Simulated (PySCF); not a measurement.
**How methods differ on the ionisation energy of S⁺**

S⁺ [Ne] 3s2 3p3 (4S) → S²⁺ [Ne] 3s2 3p2 (3P), as a difference of total energies. All numbers are calculated (PySCF 2.14, the non-relativistic Hamiltonian (point nucleus), in cc-pV(D+d)Z (4s3p2d, 23 functions)). Correlated levels: valence: [Ne] frozen. The calculations carry no spin-orbit coupling.

| method | ionisation energy (eV) |
| --- | --- |
| UHF | 22.742 |
| MN15 | 23.400 |
| r2SCAN | 23.547 |
| MP2 (valence) | 23.173 |
| SCS-MP2 (valence) | 23.017 |
| CCSD (valence) | 23.088 |
| CCSD(T) (valence) | 23.092 |

Q: How much does correlation contribute at CCSD(T) (valence)?

A: 23.092 − (22.742) = 0.350 eV, measured against UHF.

The reference lies between the lowest fine-structure levels, while these numbers refer to the centres of the terms.

Errors of the correlated levels include the incompleteness of this basis and the frozen core.

For comparison: 23.338 eV (measured; NIST Atomic Spectra Database, ionization energies).
